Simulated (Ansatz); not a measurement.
Ansatz results at the PBE0-D4/def2-TZVP geometry: LUMO energy (PBE/def2-TZVPP) -1.06 eV; size of the dipole moment (B3LYP/def2-TZVPP) 1.82 D; HOMO–LUMO gap (B3LYP/def2-TZVPP) 7.29 eV.

Each molecule was computed in one conformer, which needn't be the lowest.

Task: Which molecule gave them?
A. `[CH3][AlH][SiH](C)S`
B. `C=C1[SiH2]C1=O`
C. `O=CC(F)[TeH]`
D. `N[SiH](F)[SiH2][SiH3]`

Result: D. The others give `[CH3][AlH][SiH](C)S`: -2.49, 2.05, 4.94; `C=C1[SiH2]C1=O`: -3.77, 3.04, 3.27; `O=CC(F)[TeH]`: -2.72, 3.26, 4.74.

B3LYP here is the variant with VWN-RPA as its local correlation; programs differ in this.
